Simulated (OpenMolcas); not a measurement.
BNH3F3: a scaling law for B97-1

BNH3F3: 8 atoms, total charge 0, spin state singlet. As SMILES, `[NH3+][B-](F)(F)F`. One bond was lengthened or shortened from a relaxed shape.

B97-1, energy, OpenMolcas 26.06, on 1 thread of Intel Xeon Platinum 8375C at 2.90GHz (Ice Lake), shared host. N is the number of basis functions, t the processor time.

```
        basis    N  t (s)   ln N   ln t
        3-21G   51    3.7  3.932  1.308
     6-31G(d)   76    6.9  4.331  1.932
   6-31G(d,p)   85    8.6  4.443  2.152
  6-311G(d,p)  108     14  4.682  2.639
6-311++G(d,p)  131      ?  4.875      ?
```

Problem. Fit t = C·Nᵖ to the known rows and estimate the time in 6-311++G(d,p).

Solution. 
1. Means of the 4 rows: ln N = 4.34700, ln t = 2.0078.
2. Σ(Δln N)² = 0.29392, Σ(Δln N·Δln t) = 0.51693, so the slope is 0.51693/0.29392 = 1.7587.
3. Intercept: 2.0078 − (1.7587) × 4.34700 = -5.6373. The largest residual of the fit is 0.048.
4. ln t = -5.6373 + 1.7587 × 4.875, so t ≈ 19 s.

The run took 26 s, so the estimate is too short by a factor of about 1.4. The fitted power is 1.8, with the electron count fixed. Fixed start-up costs flatten the line at the short runs, so it runs low for the long one.
